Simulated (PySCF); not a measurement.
**How ionic is MSi along the alkali metals?**

PBE0 in PySCF with def2-SVPD on every atom (core potentials on Rb, Cs), for the lowest determinant that a PBE0 search found; no spin–orbit coupling. A negative dipole means M(+)Si(−).

```tsv
M	state (unpaired electrons)	Re (Å)	μ (D)
Li	quartet (σ ↑, π ↑↑)	2.366	-5.81
Na	quartet (σ ↑, π ↑↑)	2.706	-7.09
Rb	quartet (σ ↑, π ↑↑)	3.215	-9.92
Cs	quartet (σ ↑, π ↑↑)	3.350	-10.15
```

Task: Give the ionic character |μ|/(e·Re) of each, with 1 e·Å = 4.803 D, and the positive end.

Result: LiSi 51 % (Li positive), NaSi 55 % (Na positive), RbSi 64 % (Rb positive), CsSi 63 % (Cs positive). Lone pairs and polarisation enter μ too, so this number is only a rough measure of charge transfer.

Spin–orbit coupling is left out. States were picked by a PBE0 search and need not be the measured ground states.
